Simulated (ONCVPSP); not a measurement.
**Ti, ONCV: configuration errors across variants**

ONCVPSP 4.0.1 input, shortened (lines: element, Z, core and valence counts, functional; n l f; lmax; l rc ep ncon nbas qcut; lloc lpopt rc5 dvloc0; l nproj debl; icmod fcfact rcfact), LDA (Perdew-Zunger), scalar-relativistic:

```
  Ti 22.00    3    4        3      upf
    1    0    2.00
    2    0    2.00
    2    1    6.00
    3    0    2.00
    3    1    6.00
    3    2    2.00
    4    0    1.00
    2
    0    1.75    0.00    3    6    6.20
    1    1.20    0.00    3    7    5.50
    2    1.80    0.00    4    9    9.40
    4    5    1.05    3.00
    0    2    3.50
    1    1    3.50
    2    2    1.40
    3    2.25    1.40
```

All-electron excitation energies from the reference (eV): (1) 3s2 3p6 3d2 4s2 -7.536; (2) 3s2 3p6 3d2 4s0 13.800; (3) 3s2 3p6 3d1 4s0 40.990; (4) 3s2 3p5 3d2 4s2 37.972.

Errors AE − PS in meV (a dash: test not solved or not reliable):

```csv
change,(1),(2),(3),(4),bound ghosts,GHOST(+) flags above zero
base,+0.6,-1.2,+54,-14,none,none
"p: rc 0.84; local potential polynomial inside 0.84 bohr (lpopt 5, dvloc0 3 Ha)",+0.6,-1.2,+56,-8.2,none,none
p: rc 1.16,+0.6,-1.2,+54,-14,none,none
p: rc 1.26,+0.6,-1.2,+53,-12,none,none
p: rc 1.46,+0.5,-1.2,+47,+1.2,none,none
p: rc 1.62,+0.5,-1.2,+39,+22,none,none
p: rc 1.7,+0.6,-1.2,+33,+36,none,p
```

Q: Give the same row for: p: rc 1.02; local potential polynomial inside 1.02 bohr (lpopt 5, dvloc0 3 Ha).

A: +0.6, -1.2, +56, -12; bound ghosts: none; GHOST(+) flags above zero: none.
